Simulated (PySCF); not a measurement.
Some computed properties have been withheld. Give your best values.

Species: Ag(PF3)F (singlet state).
SMILES: `[F][Ag]<-[P](F)(F)F`

```json
{"property": "rotational constants A, B, C", "level": "PBE0-D3(BJ)/def2-SVP", "value": "?"}
{"property": "dipole moment", "level": "CAM-B3LYP/def2-SVPD", "value": "5.39 D"}
{"property": "HOMO energy", "level": "CAM-B3LYP/def2-SVPD", "value": "?"}
{"property": "LUMO energy", "level": "CAM-B3LYP/def2-SVPD", "value": "-1.09 eV"}
{"property": "lowest singlet excitation", "level": "TDDFT CAM-B3LYP/def2-SVPD", "value": "?"}
{"property": "strongest line among the 10 lowest singlet transitions", "level": "TDDFT CAM-B3LYP/def2-SVPD", "value": "?"}
{"property": "lowest triplet excitation (Tamm–Dancoff)", "level": "TDA CAM-B3LYP/def2-SVPD", "value": "5.07 eV"}
{"property": "static isotropic polarisability", "level": "CAM-B3LYP/def2-SVPD", "value": "?"}
{"property": "vertical ionisation energy", "level": "ΔSCF CAM-B3LYP/def2-SVPD", "value": "11.04 eV"}
{"property": "vertical electron affinity", "level": "ΔSCF CAM-B3LYP/def2-SVPD", "value": "0.26 eV"}
```

Electronic properties: PySCF, gas phase, density fitting. Isolated species at its PBE0-D3(BJ)/def2-SVP geometry, gas phase. Atoms past krypton carry effective core potentials; spin–orbit coupling is left out.

Q: The strongest line among the 10 lowest singlet transitions?

A: S9 at 7.08 eV (175 nm, f = 0.070).

Q: Give the HOMO energy.

A: -10.06 eV.

Q: The rotational constants A, B, C?

A: 4.622, 0.844, 0.844 GHz.

Q: Give the lowest singlet excitation.

A: 5.56 eV (223 nm, f = 0.064).

Q: Give the static isotropic polarisability.

A: 49.8 au.

With B = h/(8π²I), that is 505.379 GHz u Å² over I, the principal moments of inertia are 109.3, 598.6 and 598.9 u Å² (most abundant isotopes). The principal polarisabilities are 43.1, 43.1 and 63.1 au; their mean is the isotropic value. The rotational constants are those of a nearly prolate symmetric top. −ε(LUMO) is 1.09 eV against a ΔSCF electron affinity of 0.26 eV. From the two ΔSCF values, the fundamental gap I − A is 10.78 eV and the Mulliken electronegativity (I + A)/2 is 5.65 eV.
